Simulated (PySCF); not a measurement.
## Electron correlation in Pd (palladium, neutral)

[Kr] 4d10, closed-shell 1S. Computed with PySCF 2.14 in x2c-TZVPPall with one added diffuse shell each of s, p, d, f type (9s7p7d3f1g, 95 functions), with scalar relativity by spin-free X2C-1e. Frozen: [Ar] 3d10; 18 electrons correlated.

```
  level  correlation energy (mhartree)
   CCSD                        -622.98
    (T)                         -23.26
CCSD(T)                        -646.24
```

Diagnostics: T1 = 0.010, D1 = 0.0196, largest double amplitude 0.017.

Cost of the coupled-cluster step: roughly 25 core-seconds, for 18 correlated electrons.

This basis was not built for core-valence correlation, so the inner-shell part is incomplete.
